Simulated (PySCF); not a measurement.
All numbers come from PySCF, PBE0, basis Mn def2-SVP, O def2-SVP (no relativity, density fitting). Open shells, if any, are unrestricted.

Question: What shape and geometry does isolated doublet MnO₃ take (every ligand bound to Mn)?

Answer: Formally Mn is in oxidation state +6, d1, with 1 unpaired electron. The Mulliken spin on Mn is 1.61. The polar-tensor charge on Mn, 1.25, is far below the formal one. The lowest minimum found is a doublet of C3v symmetry with Mn–O 1.552 Å (×3); O–Mn–O 119.3° (×3). Its harmonic wavenumbers are 71 (a1), 365 (e), 907 (a1), 989 (e) cm⁻¹ and its dipole moment is 0.74 D.

Other isomers or separated fragments may lie lower. Other spin states or occupations of the open shell can lie lower.
